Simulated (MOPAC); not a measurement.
Job for MOPAC: AM1 on BClFHSe (SMILES FB(Cl)[SeH]), a point of a torsion scan.

```
AM1 1SCF PRECISE CHARGE=0 THREADS=1
BClFHSe

F     -0.96709792 1     1.31879572 1    -0.16209944 1
B     -0.61565706 1     0.08248797 1     0.13741124 1
Cl    -1.77696918 1    -1.16855175 1    -0.04142989 1
Se     1.17669079 1    -0.19789472 1     0.74971970 1
H      1.08939196 1    -1.62263787 1     0.93855337 1
```

It printed:

```
*******************************************************************************
 **                                                                           **
 **                              MOPAC v23.2.5                                **
 **                                                                           **
 *******************************************************************************
 ** MOPAC's Digital Object Identifier: https://doi.org/10.5281/zenodo.6511958 **
 **                                                                           **
 ** Please cite the open-source release paper for use of this MOPAC version:  **
 ** J. E. Moussa and J. J. P. Stewart (2026)                                  **
 ** MOPAC: An open-source semiempirical molecular orbital program             **
 ** J. Open Source Softw., 11(119), 8025, https://doi.org/10.21105/joss.08025 **
 *******************************************************************************

                              AM1 CALCULATION RESULTS

 *******************************************************************************
 *  AM1        - The AM1 Hamiltonian to be used
 *
 *
 *
 *                 CHARGE ON SYSTEM = 0
 *
 *
 *
 *  PRECISE    - TIGHTER CRITERIA TO BE USED
 *  1SCF       - DO 1 SCF AND THEN STOP
 *  THREADS=1  - MULTI-THREADING NOT USED
 *  T=         - A TIME OF 172800.0 SECONDS REQUESTED
 *  DUMP=N     - RESTART FILE WRITTEN EVERY 7200.0 SECONDS REQUESTED
 *******************************************************************************
AM1 1SCF PRECISE CHARGE=0 THREADS=1
 BClFHSe

   ATOM   CHEMICAL          X               Y               Z
  NUMBER   SYMBOL      (ANGSTROMS)     (ANGSTROMS)     (ANGSTROMS)

     1       F         -0.96709792  *   1.31879572  *  -0.16209944  *
     2       B         -0.61565706  *   0.08248797  *   0.13741124  *
     3      Cl         -1.77696918  *  -1.16855175  *  -0.04142989  *
     4      Se          1.17669079  *  -0.19789472  *   0.74971970  *
     5       H          1.08939196  *  -1.62263787  *   0.93855337  *



          CARTESIAN COORDINATES

    NO.       ATOM           X           Y           Z

     1         F         -0.9671      1.3188     -0.1621
     2         B         -0.6157      0.0825      0.1374
     3        Cl         -1.7770     -1.1686     -0.0414
     4        Se          1.1767     -0.1979      0.7497
     5         H          1.0894     -1.6226      0.9386

  H: (AM1): M.J.S. DEWAR ET AL, J. AM. CHEM. SOC. 107 3902-3909 (1985)
  B: (AM1): M.J.S. DEWAR ET AL, ORGANOMETALLICS, 7, 513-521 (1988)
  F: (AM1): M.J.S. DEWAR AND E. G. ZOEBISCH, THEOCHEM, 180, 1 (1988).
 Cl: (AM1): M.J.S. DEWAR AND E. G. ZOEBISCH, THEOCHEM, 180, 1 (1988).
 Se: (AM1): J. J. P. STEWART, J. MOL. MOD., 10, 155-164 (2004)

           Empirical Formula: H F B Cl Se  =     5 atoms



      MOLECULAR POINT GROUP   :   Cs


      RHF CALCULATION, NO. OF DOUBLY OCCUPIED LEVELS = 12


 -------------------------------------------------------------------------------
 AM1 1SCF PRECISE CHARGE=0 THREADS=1
 BClFHSe



     1SCF WAS SPECIFIED, SO BFGS WAS NOT USED
     SCF FIELD WAS ACHIEVED


                              AM1 CALCULATION
                                                       MOPAC v23.2.5 Linux




          FINAL HEAT OF FORMATION =       -108.59378 KCAL/MOL =    -454.35639 KJ/MOL


          COSMO AREA              =        112.24 SQUARE ANGSTROMS
          COSMO VOLUME            =         99.26 CUBIC ANGSTROMS

          IONIZATION POTENTIAL    =          8.496270 EV
          HOMO LUMO ENERGIES (EV) =         -8.496 -1.130
          NO. OF FILLED LEVELS    =         12
          MOLECULAR WEIGHT        =        145.2293         POINT GROUP:  Cs

          MOLECULAR DIMENSIONS (Angstroms)

            Atom       Atom       Distance
            H     5    F     1     3.75401
           Se     4   Cl     3     3.01750
            B     2    F     1     0.00009


          SCF CALCULATIONS        =          1





   ATOM   CHEMICAL          X               Y               Z
  NUMBER   SYMBOL      (ANGSTROMS)     (ANGSTROMS)     (ANGSTROMS)

     1       F         -0.96709792  *   1.31879572  *  -0.16209944  *
     2       B         -0.61565706  *   0.08248797  *   0.13741124  *
     3      Cl         -1.77696918  *  -1.16855175  *  -0.04142989  *
     4      Se          1.17669079  *  -0.19789472  *   0.74971970  *
     5       H          1.08939196  *  -1.62263787  *   0.93855337  *

                             CARTESIAN COORDINATES

   1    F       -0.967097920     1.318795720    -0.162099440
   2    B       -0.615657060     0.082487970     0.137411240
   3   Cl       -1.776969180    -1.168551750    -0.041429890
   4   Se        1.176690790    -0.197894720     0.749719700
   5    H        1.089391960    -1.622637870     0.938553370


           Empirical Formula: H F B Cl Se  =     5 atoms



      MOLECULAR POINT GROUP   :   Cs


                  EIGENVALUES
 -50.53503 -37.45240 -23.25125 -19.87665 -17.42680 -16.37947 -15.84425 -12.73960
 -12.73619 -12.68949 -10.73761  -8.49627  -1.12977   0.19912   0.98502   2.67303
   5.52822


              NET ATOMIC CHARGES AND DIPOLE CONTRIBUTIONS

  ATOM NO.   TYPE          CHARGE      No. of ELECS.   s-Pop       p-Pop
    1          F          -0.119487        7.1195     1.88147     5.23802
    2          B           0.102616        2.8974     1.22851     1.66887
    3         Cl          -0.128039        7.1280     1.97949     5.14855
    4         Se           0.165136        5.8349     1.95525     3.87962
    5          H          -0.020225        1.0202     1.02023
 DIPOLE           X         Y         Z       TOTAL
 POINT-CHG.     2.172     0.003     0.690     2.279
 HYBRID        -0.980    -0.447    -0.243     1.104
 SUM            1.192    -0.444     0.446     1.348


          ATOMIC ORBITAL ELECTRON POPULATIONS

     Atom    s        px        py        pz
    1  F   1.88147   1.89289   1.52432   1.82081
    2  B   1.22851   0.66646   0.60786   0.39455
    3 Cl   1.97949   1.65351   1.58460   1.91044
    4 Se   1.95525   1.06375   1.01824   1.79763
    5  H   1.02023

 **********************
 *                    *
 * JOB ENDED NORMALLY *
 *                    *
 **********************




 == MOPAC DONE ==
```

The run finished.

Cost: about 0.020 core-seconds (a rough figure).
